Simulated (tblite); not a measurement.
Problem. Give a GFN2-xTB geometry of `CCc1c(F)cc(F)p1CC`.

Solution. 
```
atom  x, y, z in Å
C1     2.4554   -1.6428   -0.7829
C2     1.7562   -1.1489    0.4836
C3     0.9762    0.0934    0.2022
C4     1.3365    1.3535    0.5128
F5     2.4428    1.6556    1.2185
C6     0.4573    2.4155    0.0967
C7    -0.6119    1.9237   -0.5478
F8    -1.5957    2.6768   -1.0609
P9    -0.5175    0.1266   -0.8399
C10   -1.7776   -0.4613    0.4131
C11   -3.1957   -0.2400   -0.0933
H12    2.9900   -2.5683   -0.5848
H13    3.1661   -0.8993   -1.1354
H14    1.7228   -1.8198   -1.5686
H15    1.0849   -1.9299    0.8506
H16    2.4974   -0.9413    1.2580
H17    0.6536    3.4510    0.3132
H18   -1.6064    0.0598    1.3581
H19   -1.5871   -1.5274    0.5613
H20   -3.3592   -0.7782   -1.0247
H21   -3.9150   -0.5955    0.6418
H22   -3.3835    0.8162   -0.2723
```

Orientation and origin are arbitrary. Atoms count from 1 in this order. The 3 C–P bonds span 1.822 Å (C3–P9, drawn aromatic) to 1.872 Å (P9–C10, drawn single), a spread of 0.050 Å. The C–C distances run from 1.342 Å (C6–C7, drawn aromatic) to 1.529 Å (C1–C2, drawn single), a spread of 0.187 Å. The 5-membered ring C3–C4–C6–C7–P9 has internal angles of 88.2° to 117.4°; it is slightly puckered (a soft mode that the optimisation may not have finished), 0.04 Å rms from its mean plane, widest ring torsion 8°. Of the pairs four or more bonds apart, F5···H16 is among the closest relative to their van der Waals radii: 2.60 Å, 97 % of the sum of Bondi's values.

Bonds between heavy atoms (Å): C1–C2 1.529, C2–C3 1.494, C3–C4 1.347, C4–F5 1.346, C4–C6 1.440, C6–C7 1.342, C7–F8 1.341, C7–P9 1.823, P9–C10 1.872, C10–C11 1.522, C3–P9 1.822.

Computed geometry: GFN2-xTB, gas phase.

Point group: C1 (no symmetry element, even within 0.4 Å). Its GFN2-xTB frequencies are all real (lowest 21 cm⁻¹). The numbers are those of one conformer (C1–C2–C3–C4 -102°, C7–P9–C10–C11 78°).
